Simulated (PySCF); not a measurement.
AlGeH5O. Atoms are numbered in the order given.

```xyz
8

Al    -1.2549     0.4598    -0.3758
Ge     0.7899    -0.6779     0.4090
H      1.0344    -2.0034    -0.3544
H      2.0629     0.1817     0.2438
H      0.6917    -1.0631     1.9061
H     -2.7189    -0.1518    -0.3070
O     -1.0377     2.0204    -1.0380
H     -1.7309     2.5895    -1.3865
```

Coordinates come from a B3LYP-D3(BJ)/def2-SVP optimisation. One conformer was computed; it need not be the lowest.

Calculation: ωB97X/def2-TZVPD in PySCF.

ESP charges are fitted to the potential on shells at 1.4 to 2.0 van der Waals radii. Atomic charges (e):

| atom | ESP fit | IAO |
|---|---|---|
| Al1 | 0.86 | 0.86 |
| Ge2 | -0.14 | 0.07 |
| H3 | … | -0.08 |
| H4 | … | -0.08 |
| H5 | … | -0.08 |
| H6 | … | -0.23 |
| O7 | -0.79 | -0.83 |
| H8 | … | 0.37 |

Task: Fill in the missing entries. (Estimate from the structure and the level; the computed values follow.)

Result: 
- H3, ESP fit: -0.02
- H4, ESP fit: 0.01
- H5, ESP fit: -0.03
- H6, ESP fit: -0.29
- H8, ESP fit: 0.41
